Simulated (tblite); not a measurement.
Species: C₇H₁₁FPSi (charge +1).
Atom-mapped SMILES: `[F:1][C:2]1=[C:3]([SiH3:4])[CH:5]=[CH:6][P@H+:7]1[CH:8]1[CH2:9][CH2:10]1` (hydrogens: H11, H12, H13 on Si4; H14 on C5; H15 on C6; H16 on P7; H17 on C8; H18, H19 on C9; H20, H21 on C10)

Geometry (GFN2-xTB, Å), atoms numbered from 1 in this order:
```xyz
21
C7H11FPSi angstrom
F      1.0404   -2.0145    0.3707
C      0.9974   -0.6888    0.3837
C      2.0215    0.1633    0.2185
Si     3.8546   -0.3224   -0.0816
C      1.5697    1.5522    0.2981
C      0.2599    1.7708    0.5180
P     -0.5694    0.1921    0.6456
C     -1.8915   -0.1627   -0.5143
C     -2.7749   -1.3492   -0.2086
C     -3.3139    0.0284   -0.0450
H      4.5430    0.2335    1.0807
H      3.8855   -1.7750   -0.1670
H      4.1776    0.3640   -1.3307
H      2.2852    2.3498    0.1793
H     -0.2243    2.7275    0.6059
H     -1.0459   -0.0320    1.9214
H     -1.6341    0.0593   -1.5443
H     -3.1052   -1.9453   -1.0451
H     -2.5734   -1.9318    0.6801
H     -4.0236    0.4005   -0.7678
H     -3.4873    0.3973    0.9566
```

All values are computed: GFN2-xTB (tblite) harmonic vibrations without scaling, gas phase. Errors from tens to a few hundred cm⁻¹ against measured bands are possible. Modes of hydrogen on phosphorus and silicon can be 10 to 20 % off. One conformer, not necessarily the lowest.

Harmonic wavenumbers (cm⁻¹): 35.0, 50.2, 63.9, 85.3, 150.8, 152.9, 222.5, 236.2, 266.9, 327.5, 368.9, 426.3, 443.7, 504.7, 535.3, 578.7, 650.1, 686.0, 732.4, 736.8, 738.9, 745.6, 759.8, 769.9, 796.8, 801.8, 821.8, 860.5, 891.7, 941.4, 967.3, 1027.2, 1039.8, 1058.3, 1072.8, 1083.2, 1122.5, 1133.6, 1180.6, 1183.5, 1255.5, 1307.5, 1421.8, 1465.5, 1519.7, 1598.3, 2296.9, 2305.7, 2355.1, 2386.7, 3021.1, 3073.5, 3077.6, 3103.9, 3108.6, 3116.7, 3118.2.

A = 2214, B = 552.7, C = 467.3 MHz; mass 173.035 u (most abundant isotopes); point group C1, symmetry number 1.

Task: What is the zero-point energy?

Result: ½Σν̃ = 32892 cm⁻¹ = 94.04 kcal/mol.

Task: Entropy at 200 K, 1 bar (ideal gas, RRHO, classical rotation)?

Result: Translation 39.39, rotation 29.52, vibration 25.91: S = 94.8 cal/(mol K).

Task: And Cp and H(200 K) − H(0)?

Result: Cp = 34.20 cal/(mol K), of which vibrations give 26.25 (their classical limit is 57 R = 113.3); H(200 K) − H(0) = 4.28 kcal/mol without the zero-point energy, 2.69 from vibrations.

Task: How do the functions run with temperature in this model?

Result: 
```
 T (K)  S (cal/(mol K))  Cp (cal/(mol K))  H − H(0) (kcal/mol)  G − H(0) (kcal/mol)  ln q(vib)
    50             63.4              15.5                 0.57                -2.60       1.02
   100             76.1              21.7                 1.50                -6.10       2.80
298.15            111.0              47.7                 8.30               -24.79       9.57
373.15            122.7              57.0                12.23               -33.56      12.09
   500            141.2              69.5                20.30               -50.32      16.30
   750            172.8              85.6                39.87               -89.70      24.22
  1000            198.9              95.6                62.61              -136.25      31.45
```

q(vib) and H(0) count from the zero-point level.

Task: What must be added to the electronic energy to get the Gibbs energy at 200 K and 1 bar?

Result: ZPE + [H(200 K) − H(0)] − T·S = 94.04 + 4.28 − 18.96 = 79.36 kcal/mol.

Hindered rotation and anharmonicity are outside this model. Other conformers, if any are populated, would add a mixing term that is left out. The structure is chiral; the term R ln 2 for an equal mix with its mirror image is left out.
